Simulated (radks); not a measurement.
Values are calculated unless marked as measured or tabulated.
Species: C+. Configuration: [He] 2s2 2p1. Level of theory: Dirac Kohn-Sham, PBE, spin-unpolarised, spherical densities, finite nucleus; open shells are shared between the two j in proportion to 2j + 1; Fermi nuclear charge, rms radius 2.4702 fm (a radial shooting solver on a logarithmic mesh with Libxc functionals). Some entries of the table are withheld. Estimate them.

orbital,occ.,eigenvalue (Ry),r(max) (bohr),<r^2> (bohr^2)
1s1/2,2,(1),(2),0.09916
2s1/2,2,(3),(4),2.550
2p1/2,0.333333,-1.25037,1.110,(5)
2p3/2,0.666667,-1.24951,1.111,(6)

Answer. 
(1) 1s1/2 eigenvalue (Ry): -21.19620
(2) 1s1/2 r(max) (bohr): 0.1739
(3) 2s1/2 eigenvalue (Ry): -1.89318
(4) 2s1/2 r(max) (bohr): 1.173
(5) 2p1/2 <r^2> (bohr^2): 2.838
(6) 2p3/2 <r^2> (bohr^2): 2.841
